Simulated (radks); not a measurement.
Numerical settings for the chlorine ion Cl2+, [Ne] 3s2 3p3. Calculated with a radial shooting solver on a logarithmic mesh with Libxc functionals: Dirac Kohn-Sham, PBEsol, spin-unpolarised, spherical densities, point nucleus; open shells are shared between the two j in proportion to 2j + 1. The defaults (mesh step 0.008 in ln r, mesh end at 40 bohr or more with all orbitals vanishing there, Anderson mixing 0.5 over 9 steps, residual threshold near 1e-9 with the energy settled to 1e-9 hartree or 1e-11 of itself, here a cap of 60 iterations) give E = -459.3005 hartree and 3p3/2 at -31.576 eV in 14 iterations. Run on one thread of a shared host, so times are rough (Arm Neoverse N1): 0.1 s of CPU time, 0.1 s wall, 14 iterations on 2476 mesh points. Changes against that run (0 stands for a change within the tolerance of the run):

setting                     iterations         converged  E (mhartree)  e(3p3/2) (meV)  CPU (s)
mesh step in ln r 0.05              14               yes             0        -0.00365     0.03
mesh step in ln r 0.08               4                no      diverged               -     0.01
mesh step in ln r 0.003             14               yes             0               0     0.24
mesh end (bohr) 1                   13  level above zero      +6.1e+04       +3.75e+05     0.06
mesh end (bohr) 5                   14               yes         +2.55           +92.5     0.09
residual threshold 1e-05             9               yes             0         +0.0137     0.07
residual threshold 1e-13            19               yes             0               0     0.12
mixing 0.2                          15               yes             0               0      0.1
linear mixing, mixing 1             31               yes             0               0     0.18
linear mixing, mixing 0.05          60                no        +0.175            -429     0.34
mixing history 20                   15               yes             0               0      0.1
iteration cap 2                      2                no          +339       -1.38e+04     0.02

Settled on a wrong energy, with an occupied level pushed above zero by the early mesh end: mesh end (bohr) 1 (+61 hartree). Apart from these: settings that end as converged yet miss the energy by more than 1 mhartree: mesh end (bohr) 5 (+0.00255 hartree). A mesh that ends early acts as a hard wall.
